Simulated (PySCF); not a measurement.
What does the PBE0-D3(BJ)/def2-SVP structure of `C=C[N]([GeH3])[GeH3]` look like in three dimensions?

Z-matrix in Å and degrees, rows numbered from 1:
```
C 
C   1  1.3432
N   2  1.3893  1  127.69
Ge  3  1.8573  2  119.16  1     4.06
Ge  3  1.8539  2  118.39  1  -167.64
H   1  1.0904  2  119.75  3  -177.64
H   1  1.0937  2  123.07  3     2.13
H   2  1.0991  1  117.95  3   178.76
H   4  1.5383  3  108.77  2    56.96
H   4  1.5368  3  105.49  2   176.82
H   4  1.5412  3  110.57  2   -63.73
H   5  1.5438  3  111.36  2    83.02
H   5  1.5392  3  106.75  2   -36.53
H   5  1.5361  3  107.49  2  -156.62
```

N3 (nitrogen bonded to C and 2 Ge) is planar (angles 121.9°, 119.2° and 118.4°, sum 359.5°, 0.07 Å off the plane of its three neighbours). Ge4 (germanium bonded to N and 3 H) is distorted tetrahedral (angles from 105.5° to 111.6°).

Level of theory: PBE0-D3(BJ)/def2-SVP geometry optimisation, gas phase (PySCF).

Whether it is a minimum is left open (no frequencies).
